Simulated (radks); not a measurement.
Task: Coulomb parameter of the 3d shell of the nickel ion Ni+ in the model configuration [Ar] 3d7.5 4s1.5, as a second difference U = [E(n + 0.25) + E(n - 0.25) - 2 E(n)] / (0.25)^2 with all orbitals relaxed. "Bare": the charge of the atom changes with n. "Screened": the 4s shell takes up the change at fixed total charge, which measures U(3d,3d) + U(4s,4s) - 2 U(3d,4s). Method: Dirac Kohn-Sham, PBE, spin-unpolarised, spherical densities, finite nucleus; open shells are shared between the two j in proportion to 2j + 1; Fermi nuclear charge, rms radius 3.7757 fm; computed with a radial shooting solver on a logarithmic mesh with Libxc functionals. Estimate both.

Result: U(bare) = 16.171 eV, U(screened by 4s) = 4.269 eV.
